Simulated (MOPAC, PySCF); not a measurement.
C4H6BN, SMILES `C(/B)(=C/C#N)C`, neutral singlet in the gas phase. 

Cartesian coordinates (Å):
```xyz
12

B      0.5858     1.4397     0.1120
C     -0.1508     0.0741     0.0661
C     -1.6498     0.0342     0.1004
C      0.5374    -1.0752    -0.0038
C      1.9604    -1.1760    -0.0419
N      3.0963    -1.3256    -0.0755
H      1.7709     1.4840     0.0848
H     -0.0477     2.4457     0.1750
H     -2.0433    -0.9814     0.0615
H     -2.0640     0.5984    -0.7373
H     -2.0216     0.5152     1.0071
H      0.0266    -2.0329    -0.0363
```
Charge 0, multiplicity 1.

All levels are single points at this geometry (CAM-B3LYP-D3(BJ)/def2-TZVP); Pople sets use spherical d functions. Orbital energies aren't observables, and empty levels follow the basis.

HF/3-21G in PySCF gives gap (eV) = 11.40.

**Question.** Estimate the gap (eV) from each of these levels: CAM-B3LYP-D3(BJ)/def2-TZVP in PySCF; B3LYP/3-21G in PySCF; BP86/6-31G* in PySCF; M06-2X/6-31G* in PySCF; PM7 in MOPAC.

**Answer.** 
```json
[
 {"level": "CAM-B3LYP-D3(BJ)/def2-TZVP in PySCF", "gap (eV)": "7.69"},
 {"level": "B3LYP/3-21G in PySCF", "gap (eV)": "5.05"},
 {"level": "BP86/6-31G* in PySCF", "gap (eV)": "3.45"},
 {"level": "M06-2X/6-31G* in PySCF", "gap (eV)": "7.49"},
 {"level": "PM7 in MOPAC", "gap (eV)": "9.25"}
]
```
